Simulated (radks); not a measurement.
Problem. Bi+, 82 electrons, occupied as [Hg] 6p2. Calculated with a radial shooting solver on a logarithmic mesh with Libxc functionals: Dirac Kohn-Sham, PBE, spin-unpolarised, spherical densities, finite nucleus; open shells are shared between the two j in proportion to 2j + 1; Fermi nuclear charge, rms radius 5.5211 fm. Some entries of the table are withheld. Estimate them.

orbital,occ.,eigenvalue (eV),<r> (bohr),r(max) (bohr)
1s1/2,2,-90459.43,0.01580,(1)
2s1/2,2,-16246.41,0.06579,(2)
2p1/2,2,-15617.15,0.05388,0.04119
2p3/2,4,-13297.75,0.06293,0.04902
3s1/2,2,-3927.351,0.1710,0.1588
3p1/2,2,-3641.253,0.1615,0.1478
3p3/2,4,-3121.949,0.1780,0.1636
3d3/2,4,-2650.388,0.1545,0.1269
3d5/2,6,-2540.277,0.1595,0.1312
4s1/2,2,-907.5465,0.3770,0.3564
4p1/2,2,-782.8012,0.3778,0.3537
4p3/2,4,-654.8304,0.4124,0.3855
4d3/2,4,-451.2701,0.4161,0.3763
4d5/2,6,-427.3805,0.4271,0.3859
5s1/2,2,-165.2476,0.8320,0.7719
4f5/2,6,-163.2485,(3),0.3399
4f7/2,8,-157.7582,(4),0.3444
5p1/2,2,-121.9677,(5),0.8073
5p3/2,4,-97.3337,(6),0.8834
5d3/2,4,-36.8925,1.208,1.016
5d5/2,6,-33.8861,1.251,1.047
6s1/2,2,-22.0246,2.126,1.858
6p1/2,0.666667,-13.1334,2.572,(7)
6p3/2,1.33333,-10.8268,2.898,(8)

Solution. 
(1) 1s1/2 r(max) (bohr): 0.009661
(2) 2s1/2 r(max) (bohr): 0.05643
(3) 4f5/2 <r> (bohr): 0.4380
(4) 4f7/2 <r> (bohr): 0.4442
(5) 5p1/2 <r> (bohr): 0.8855
(6) 5p3/2 <r> (bohr): 0.9750
(7) 6p1/2 r(max) (bohr): 2.174
(8) 6p3/2 r(max) (bohr): 2.447
